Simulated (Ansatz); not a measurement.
Reaction (redistribution): `C[N](C)[Sn][OH]` + `CC(C)[SiH]` → `C[CH](C)[Sn][OH]` + `CN(C)[SiH]`

Gas-phase electronic energies from Ansatz, PBE0-D4/def2-TZVP geometries. CCSD(T)/CBS adds triple-zeta CCSD(T) − MP2 to the extrapolated MP2 energy (def2 sets, frozen cores). Functionals use def2-TZVPP. def2 core potentials past Kr. For Sn outer-core shells are correlated without core-valence functions, which leaves a few kJ/mol of doubt a bond. One conformer a species, not always the lowest.

(1) Is it downhill or uphill in electronic energy at CCSD(T)/CBS, and by how much? (Best estimate.)

(2) What do these levels give: PBE-D4, PBE0-D4, BHLYP-D4, revPBE, BLYP, PBE0, BHLYP, LC-ωPBE, MP2/def2-SVP, CCSD(T)/def2-SVP, SCS-MP2/def2-QZVPP, CCSD/CBS(def2)? (An estimate is asked.)

Largest T1 diagnostic among the species: 0.017.

Answers

(1) Computed: Downhill: ΔE = -0.62 eV.

(2) Computed: PBE-D4 -0.49, PBE0-D4 -0.53, BHLYP-D4 -0.68, revPBE -0.52, BLYP -0.62, PBE0 -0.52, BHLYP -0.67, LC-ωPBE -0.54, MP2/def2-SVP -0.67, CCSD(T)/def2-SVP -0.72, SCS-MP2/def2-QZVPP -0.65, CCSD/CBS(def2) -0.65 eV.

From PBE to PBE0 (25 % exact exchange), in def2-TZVPP and without D4, ΔE moves by −0.03 eV. Leaving LDA and LC-ωPBE aside and taking each functional with its dispersion term where it has one, the values spread over 0.19 eV, from BHLYP-D4 to PBE-D4. LDA lies +0.09 eV from PBE without D4.
